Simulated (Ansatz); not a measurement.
The cluster Tl2H2⁻, relaxed as a doublet with UKS r2SCAN-D4/def2-TZVPD in Ansatz, starting from the GFN2-xTB geometry. Force threshold 0.02 eV/Å.

In the def2 sets Tl takes a core potential; there is no spin–orbit coupling. The highest occupied level of the charge -1 doublet lies above zero (up to 0.73 eV). The electron is either unbound and held by the finite basis, or the level is raised by self-interaction error. Another isomer (doublet) lies 0.32 eV lower at PBE0-D4/def2-TZVPD; other spin states weren't run for this one.

Start:

```xyz
4

Tl   -0.531   -0.629   -0.411
Tl    1.188    0.888   -1.425
H     0.395    1.097    0.521
H    -1.052   -1.357    1.315
```

(1) Estimate the energy that the relaxation releases and the steps that it takes.

(2) Does the start keep its bonding and symmetry?

(3) Predict the relaxed structure.

Results:

(1) 13.6 kcal/mol, in 6 steps; 6 s on 4 threads of AMD EPYC 9R45 on a shared host. No frequencies were taken in this run, so the end may be a saddle point.

(2) By distances, no bond broke or formed. The bond that changes most is Tl1–H4, from 1.94 to 1.88 Å (atoms count from 1).

(3) 
```xyz
4

Tl   -0.454   -0.793   -0.229
Tl    1.237    1.158   -1.546
H     0.499    1.005    0.421
H    -1.282   -1.370    1.354
```
Bond lengths (bridged metal pairs left out): 1 × Tl–Tl 2.90 Å; 2 × H–Tl 1.88 to 2.11 Å.
